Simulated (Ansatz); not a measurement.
Reaction (redistribution): `C[O][Ga]([OH])[SH]` + `OC[SeH]` → `[OH][GaH][SH]` + `COC(O)[SeH]`

Calculated with Ansatz (gas phase, PBE0-D4/def2-TZVP geometries, no zero-point term in ΔE). CCSD(T)/CBS adds triple-zeta CCSD(T) − MP2 to the extrapolated MP2 energy (def2 sets, frozen cores). DFT in def2-TZVPP. For Ga, Se outer-core shells are correlated without core-valence functions, which leaves a few kJ/mol of doubt a bond. Scalar relativity is left out up to krypton. One conformer a species, not always the lowest.

`C[O][Ga]([OH])[SH]`:

Cartesian coordinates in Å:
```
C 1.188 -0.305 1.408
O -0.152 -0.390 0.988
Ga -0.702 0.100 -0.626
O -2.428 -0.085 -0.997
S 0.672 0.912 -2.118
H 1.598 -1.309 1.562
H 1.837 0.216 0.692
H 1.239 0.236 2.358
H -2.927 -0.448 -0.262
H -0.325 1.071 -3.006
```

`OC[SeH]`:

Cartesian coordinates in Å:
```
O -0.630 -1.205 0.412
C -0.069 -0.283 -0.461
Se 1.445 0.747 0.270
H -0.924 -0.747 1.204
H -0.788 0.449 -0.839
H 0.343 -0.842 -1.299
H 0.624 1.881 0.714
```

`[OH][GaH][SH]`:

Z-matrix (Å, degrees):
```
Ga
S 1 2.188
O 1 1.786 2 112.6
H 1 1.554 2 124.3 3 180.0
H 2 1.345 1 92.3 3 -0.0
H 3 0.959 1 114.2 2 179.9
```

`COC(O)[SeH]`:

Z-matrix (Å, degrees):
```
C
O 1 1.416
H 1 1.089 2 106.5
H 1 1.093 2 111.4 3 -119.7
H 1 1.097 2 110.7 3 118.6
C 2 1.369 1 113.2 3 -174.5
Se 6 1.974 2 109.2 1 169.9
O 6 1.393 2 108.9 1 -66.9
H 6 1.103 2 111.1 1 55.5
H 7 1.468 6 92.6 2 61.8
H 8 0.962 6 108.4 2 -172.1
```

Is it downhill or uphill in electronic energy at CCSD(T)/CBS, and by how much? (Estimate.)

The calculation gave: Uphill: ΔE = +96.6 kJ/mol.

What do these levels give: PBE0-D4, PBE, PBE0, SCS-MP2/def2-TZVPP, SCS-MP2/def2-QZVPP, HF/CBS(def2)? (An estimate is asked.)

Computed: PBE0-D4 88.0, PBE 86.9, PBE0 88.3, SCS-MP2/def2-TZVPP 102.2, SCS-MP2/def2-QZVPP 102.6, HF/CBS(def2) 99.5 kJ/mol.

Largest T1 diagnostic among the species: 0.014.
